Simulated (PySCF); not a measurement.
These compounds are isomers of formula C3H3F3O.

A. SMILES CC(=O)C(F)(F)F
B. SMILES FC(F)(F)[C@@H]1CO1
C. `InChI=1S/C3H3F3O/c1-2-7-3(4,5)6/h2H,1H2`

Spectrum 1. 13C{1H} NMR (computed): δ 195.6 (C, q, J = 33.9 Hz), 125.3 (C, q, J = 367.0 Hz), 25.6 (CH3).

Spectrum 2. 13C{1H} NMR (computed): δ 150.4 (CH), 130.1 (C, q, J = 333.3 Hz), 103.7 (CH2).

Spectrum 3. 13C{1H} NMR (computed): δ 132.9 (C), 47.9 (CH), 41.4 (CH2).

PySCF calculation with shieldings: GIAO PBE0/pcSseg-1, GFN2-xTB structure and couplings computed with B3LYP/pcJ-1 (spin–dipole term left out of most H,H and C,H couplings); equivalent nuclei averaged, non-relativistic, no solvent, one conformer.

δ = σ(ref) − σ, references computed at the same level: TMS for 13C. Splittings of carbon signals by F and P are missing where no couplings were computed. One-bond C–F couplings are unscaled and too large by tens of Hz. Shifts are as computed. Against solution values, carbons near 30 ppm lie about +3 ppm off and those near 130 ppm about +5 ppm. Of 1211 compounds with measured shifts, 218 miss one by over three times the rms of a fit or turn the order of signals round; such compounds aren't used in these exercises.

Match each spectrum to its structure.

Answers

1–A, 2–C, 3–B.

- Spectrum 1 (A): 3 13C signals; δC 195.6 is a ketone carbonyl carbon; δC 125.3 is a CF3 carbon.
- Spectrum 2 (C): 3 13C signals; δC 150.4 is an alkene carbon bearing oxygen; δC 130.1 is a CF3 carbon.
- Spectrum 3 (B): 3 13C signals; δC 132.9 is a CF3 carbon; δC 47.9 is an epoxide ring carbon.
